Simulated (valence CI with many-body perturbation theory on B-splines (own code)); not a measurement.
# E1 transitions of Gd LX

Computed by configuration interaction combined with many-body perturbation theory (CI+MBPT): three valence electrons over a frozen Dirac-Fock core [He], a basis of 11 s, 11 p, 9 d, 7 f, 5 g, 2 h, 1 i functions for each j, with the one-electron correlation potential Σ1, the two-electron term Σ2, the three-electron term Σ3, Breit, model QED; selected CI, second order for the rest (own B-spline code, finite nucleus).

The last digits are not significant, and no measured levels were compared; by estimate large intervals hold to a few tenths of a per cent, small ones and those within an open d or f shell to about a per cent.

Lines 151 to 200 of 276 in falling wavelength, among levels below 674.25 Ry, chosen from the strongest by gf and those to the six lowest levels. Wavelengths and rates use the calculated energies. Electric multipoles are in the length gauge, E1 and E2 with the static RPA response of the core. Weak lines are less certain than strong ones. Lines between different terms over intervals too small for the method are left out, as are lines whose strength nearly cancels. The highest levels of a list are the least certain.

Levels are named by their leading jj configuration (3d3/2^4 stands for four electrons in 3d with j = 3/2), which in mixed levels can hold well under half, so a name can repeat and another be missing. Letters in brackets count levels of one name in rising energy.

```tsv
λ vac (Å)	Upper	Lower	A (s⁻¹)	S (a.u.)
1.719	(2p1/2 2p3/2 3d5/2) J=5/2 [b]	(2p1/2 2p3/2^2) J=3/2	8.09e+14	1.22e-02
1.718	(2s 2p1/2 3d3/2) J=3/2 [b]	(2s 2p1/2 2p3/2) J=3/2 [a]	8.91e+13	8.92e-04
1.717	(2s 2p1/2 3d3/2) J=1/2	(2s 2p1/2 2p3/2) J=3/2 [a]	1.98e+13	9.88e-05
1.716	(2s 2p3/2 3d5/2) J=5/2 [b]	(2s 2p3/2^2) J=3/2	1.20e+15	1.80e-02
1.716	(2s 2p3/2 3d5/2) J=3/2 [b]	(2s 2p3/2^2) J=3/2	2.65e+14	2.65e-03
1.716	(2s 2p3/2 3d5/2) J=3/2 [b]	(2s 2p3/2^2) J=1/2	5.95e+14	5.93e-03
1.714	(2s 2p3/2 3d5/2) J=3/2 [a]	(2s 2p3/2^2) J=5/2	1.13e+14	1.13e-03
1.714	(2s 2p1/2 3d5/2) J=7/2	(2s 2p1/2 2p3/2) J=5/2	8.45e+14	1.68e-02
1.714	(2s 2p3/2 3d5/2) J=5/2 [a]	(2s 2p3/2^2) J=5/2	6.11e+14	9.10e-03
1.712	(2p1/2 2p3/2 3p3/2) J=5/2 [a]	(2s 2p3/2^2) J=3/2	5.20e+13	7.73e-04
1.712	(2s 2p1/2 3d5/2) J=5/2 [b]	(2s 2p1/2 2p3/2) J=5/2	9.95e+13	1.48e-03
1.712	(2s 2p3/2 3d5/2) J=7/2 [a]	(2s 2p3/2^2) J=5/2	1.22e+15	2.41e-02
1.712	(2s 2p1/2 3d5/2) J=3/2	(2s 2p1/2 2p3/2) J=5/2	5.21e+12	5.16e-05
1.711	(2s 2p1/2 3d5/2) J=5/2 [a]	(2s 2p1/2 2p3/2) J=3/2 [a]	7.71e+14	1.15e-02
1.710	(2s 2p3/2 3d3/2) J=5/2 [b]	(2s 2p3/2^2) J=5/2	7.98e+13	1.18e-03
1.710	(2s^2 3d5/2) J=5/2	(2s^2 2p3/2) J=3/2	8.71e+14	1.29e-02
1.703	(2s 2p1/2 3d5/2) J=5/2 [b]	(2s 2p1/2 2p3/2) J=3/2 [a]	6.92e+13	1.01e-03
1.703	(2s 2p1/2 3d5/2) J=3/2	(2s 2p1/2 2p3/2) J=3/2 [a]	3.55e+13	3.47e-04
1.699	(2p1/2^2 3p3/2) J=3/2	(2s 2p1/2 2p3/2) J=1/2	1.65e+13	1.60e-04
1.698	(2s 2p3/2 3d5/2) J=7/2 [b]	(2s 2p3/2^2) J=5/2	2.89e+14	5.60e-03
1.696	(2s 2p1/2 3p3/2) J=5/2	(2s^2 2p3/2) J=3/2	2.24e+13	3.24e-04
1.677	(2p1/2^2 3p3/2) J=3/2	(2s 2p1/2 2p3/2) J=3/2 [a]	6.37e+11	5.93e-06
1.648	(2s 2p3/2 3s) J=3/2 [a]	(2s 2p1/2 2p3/2) J=1/2	3.19e+12	2.82e-05
1.646	(2s 2p1/2 3s) J=1/2 [a]	(2s 2p1/2^2) J=1/2	1.85e+13	8.13e-05
1.641	(2s 2p1/2 3s) J=3/2	(2s 2p1/2^2) J=1/2	3.55e+13	3.10e-04
1.640	(2s 2p3/2 3s) J=5/2	(2s 2p1/2 2p3/2) J=5/2	2.53e+13	3.31e-04
1.635	(2s 2p1/2 3s) J=1/2 [b]	(2s 2p1/2^2) J=1/2	5.84e+12	2.52e-05
1.635	(2s 2p3/2 3s) J=3/2 [a]	(2s 2p1/2 2p3/2) J=5/2	2.06e+13	1.78e-04
1.635	(2s 2p3/2 3s) J=1/2	(2s 2p1/2 2p3/2) J=1/2	6.72e+12	2.90e-05
1.634	(2s 2p3/2 3s) J=3/2 [b]	(2s 2p1/2 2p3/2) J=1/2	1.06e+13	9.15e-05
1.632	(2s 2p3/2 3s) J=5/2	(2s 2p1/2 2p3/2) J=3/2 [a]	1.79e+13	2.30e-04
1.631	(2s^2 3s) J=1/2	(2s^2 2p1/2) J=1/2	3.61e+13	1.55e-04
1.627	(2s 2p3/2 3s) J=3/2 [a]	(2s 2p1/2 2p3/2) J=3/2 [a]	6.05e+12	5.15e-05
1.621	(2s 2p3/2 3s) J=3/2 [b]	(2s 2p1/2 2p3/2) J=5/2	4.84e+11	4.07e-06
1.620	(2p1/2^2 3d5/2) J=5/2	(2s^2 2p3/2) J=3/2	5.09e+11	6.41e-06
1.613	(2s 2p3/2 3s) J=3/2 [b]	(2s 2p1/2 2p3/2) J=3/2 [a]	5.56e+11	4.61e-06
1.613	(2s^2 3p3/2) J=3/2	(2s 2p1/2^2) J=1/2	6.08e+12	5.04e-05
1.593	(2p1/2 2p3/2 3p1/2) J=1/2	(2s 2p1/2 2p3/2) J=1/2	4.73e+13	1.89e-04
1.591	(2p1/2 2p3/2 3p1/2) J=3/2 [a]	(2s 2p1/2 2p3/2) J=1/2	1.40e+14	1.11e-03
1.589	(2p1/2 2p3/2 3p1/2) J=5/2	(2s 2p1/2 2p3/2) J=3/2 [b]	2.06e+14	2.45e-03
1.588	(2s 2p1/2 3p1/2) J=1/2 [a]	(2s^2 2p1/2) J=1/2	1.03e+14	4.08e-04
1.584	(2s 2p3/2 3p1/2) J=3/2 [a]	(2s^2 2p3/2) J=3/2	8.93e+13	7.01e-04
1.584	(2s 2p3/2 3p1/2) J=5/2	(2s^2 2p3/2) J=3/2	2.28e+14	2.68e-03
1.583	(2s 2p1/2 3p1/2) J=3/2	(2s^2 2p1/2) J=1/2	2.86e+14	2.24e-03
1.582	(2p1/2 2p3/2 3d3/2) J=3/2 [a]	(2p1/2^2 2p3/2) J=3/2	1.38e+14	1.08e-03
1.581	(2p1/2 2p3/2 3p1/2) J=3/2 [b]	(2s 2p1/2 2p3/2) J=3/2 [b]	9.28e+13	7.25e-04
1.581	(2p1/2 2p3/2 3p1/2) J=3/2 [b]	(2s 2p1/2 2p3/2) J=1/2	3.14e+13	2.45e-04
1.580	(2p1/2^2 3p1/2) J=1/2	(2s 2p1/2^2) J=1/2	6.98e+14	2.72e-03
1.579	(2p1/2 2p3/2 3p1/2) J=3/2 [a]	(2s 2p1/2 2p3/2) J=5/2	1.03e+14	7.98e-04
1.578	(2s 2p3/2 3d3/2) J=3/2 [a]	(2s 2p1/2 2p3/2) J=1/2	5.20e+11	4.03e-06
```
